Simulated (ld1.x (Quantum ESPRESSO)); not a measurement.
## LDA (PZ) PAW dataset for copper, scalar-relativistic all-electron reference.

- Element: copper
- Generator: ld1.x (Quantum ESPRESSO) 7.5
- Type: PAW
- Functional: LDA (PZ)
- Relativity: scalar-relativistic
- Frozen core: [Ar]
- Valence charge: 11
- Reference configuration: 3d10 4s1 4p0
- Partial waves: 4s (bound): rcut 1.85, rcutus 2.50 bohr; 4s channel at 0.8 Ry: rcut 1.85, rcutus 2.50 bohr; 4p (bound, empty): rcut 2.05, rcutus 2.70 bohr; 4p channel at 1.45 Ry: rcut 2.05, rcutus 2.70 bohr; 3d (bound): rcut 1.20, rcutus 1.50 bohr; 3d channel at 0.7 Ry: rcut 1.20, rcutus 1.50 bohr
- Local potential: all-electron potential smoothed inside 1.25 bohr (lloc = -1)
- Core correction: a·sin(br)/r model core, default radius (ld1.x builds one for every PAW set, though the input has nlcc=.false.)
- Augmentation charge: PSQ, inside the norm-conserving radii

All-electron outer shells of the reference configuration (LDA (PZ), scalar-relativistic, ld1.x):

```
shell  level (eV)  outermost node (bohr)  outermost maximum (bohr)
   3s     -114.15                   0.29                      0.61
   3p      -72.03                   0.26                      0.62
   3d       -5.32                      –                      0.60
   4s       -4.87                   0.89                      2.24
   4p       -0.79                   0.98                      3.52
```

Problem. Estimate the cutoffs (Ry, on a coarse ladder) from which the occupation-weighted sum of valence levels, in a spherical-Bessel basis at the reference potential, stays within 10 and 1 mRy of its value at 400 Ry.

Solution. 50 Ry and 80 Ry.

Problem. Does the potential have ghost states?

Solution. Ghost state, extra bound levels that the all-electron valence spectrum of the same l lacks: s at -40.3 eV. A true bound ghost makes a file unfit for plane-wave use.

Problem. Is the overlap operator S = 1 + Σ q|β⟩⟨β| positive definite (Bessel basis up to 400 Ry)?

Solution. Yes: its lowest eigenvalue is 0.20 (s channel).

Problem. Which valence shell sets the plane-wave cutoff?

Solution. 3d: its level needs 50 Ry to come within 1 mRy, against 6 Ry for 4s.

Problem. Tests: 3d10 4s0 4p0; 3d9 4s0 4p0; 3d8 4s0 4p0; 3d10 4s0.5 4p0; 3d9 4s2 4p0; 3d9 4s1 4p1; 3d7 4s0 4p0. Which has the largest error in its energy relative to the reference configuration, and how large is it?

Solution. 3d7 4s0 4p0, with -1999 meV (all-electron minus pseudo) on +129.52 eV.
